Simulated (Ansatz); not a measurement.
Sc (SMILES [Sc]), doublet.

Here is a job for Ansatz (an electronic-structure program).
Ansatz 0.2 input:
```yaml
crystal:
  periodic: [false, false, false]
  atoms:
    - {symbol: Sc, position_ang: [0.00000000, 0.00000000, 0.00000000]}
basis:
  gaussian:
    orbitals: 6-31G*
hamiltonian:
  xc: pbe
magnetization: {spin_polarized: true, initial_magnetization: 1}
```

What does this run give for the total energy, <S^2>, number of basis functions?


- total energy: -760.3241 Eh
- <S^2>: 0.830
- number of basis functions: 36
